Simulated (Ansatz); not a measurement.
Ideal-gas functions of `O=[C]([SeH])[InH][OH]` at 500 K and 1 bar, from an Ansatz frequency run at PBE0-D4/def2-TZVP.

Molar mass 240.81 g/mol, point group Cs (symmetry number 1), electronic degeneracy 1, moments of inertia 114.232, 750.91, 865.141 u Å². Harmonic wavenumbers (cm⁻¹, unscaled): 28, 63, 116, 252, 258, 342, 342, 424, 442, 476, 585, 610, 810, 830, 1774, 1868, 2418, 3874.

Use S(trans) = R[1.5 ln M + 2.5 ln T − 1.1517]; rotational temperatures θ = 24.2544 K / I; S(rot) = R[ln(√π/σ · √(T³/θAθBθC)) + 1.5]; for each mode x = 1.438777 ν̃/T, S = R[x/(eˣ − 1) − ln(1 − e⁻ˣ)] and H = RT x/(eˣ − 1); 1 cm⁻¹ = 0.0119627 kJ/mol; R = 8.31446 J/(mol·K).

Problem. By hand: the entropy, in J/(mol·K).

Solution. Translation 188.0. Rotation: θ = 0.2123, 0.0323, 0.028 K, giving 130.3. Vibration, mode by mode: 29.26, 22.52, 17.48, 11.17, 10.98, 8.78, 8.78, 7.16, 6.85, 6.32, 4.90, 4.63, 2.94, 2.81, 0.31, 0.25, 0.06, 0.00, in all 145.2. Electronic 0.0. Sum 463.5 J/(mol·K).

Problem. By hand: H − E and G − E in kJ/mol, counted from the electronic energy.

Solution. Zero-point energy ½ × 15512 × 0.0119627 = 92.8; thermal vibration 33.4; translation, rotation and pV give 4 RT = 16.6. H − E = 142.8 kJ/mol, and G − E = 142.8 − 500 × 463.5/1000 = -88.9 kJ/mol.

Vibration gives 31 % of the entropy, 69.3 J/(mol·K) of it from the modes under 150 cm⁻¹: soft modes count most, and the harmonic formula is weakest for them. The sum counts one conformer and one mirror image; others add a mixing term.
